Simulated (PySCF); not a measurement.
Computed shifts of a molecule C5H7F, HF/pcSseg-1 (PySCF), GIAO, gas phase, equivalent atoms averaged, in ppm (number of nuclei): ¹³C: 146.4 (1), 123.1 (1), 63.6 (1), 18.0 (1), 12.4 (1). ¹⁹F: -213.7 (1). ¹H: 5.98 (1), 5.77 (1), 5.67 (1), 4.43 (1), 1.38 (1), 1.10 (2). References: ¹³C against TMS (σ = 192.6 ppm); ¹⁹F against CFCl3 (σ = 238.5 ppm); ¹H against TMS (σ = 31.99 ppm), references at their B3LYP-D3(BJ)/def2-TZVP geometries, non-relativistic. Geometry optimised at PBE0-D3(BJ)/def2-SVP. Other conformers were not sampled.

Q: Identify the compound among the candidates.
A) FC=C1CCC1
B) CC#C[C@@H](C)F
C) C=C[C@@H]1C[C@@H]1F
D) C[C@@]1(F)C=CC1

A: C, C=C[C@@H]1C[C@@H]1F
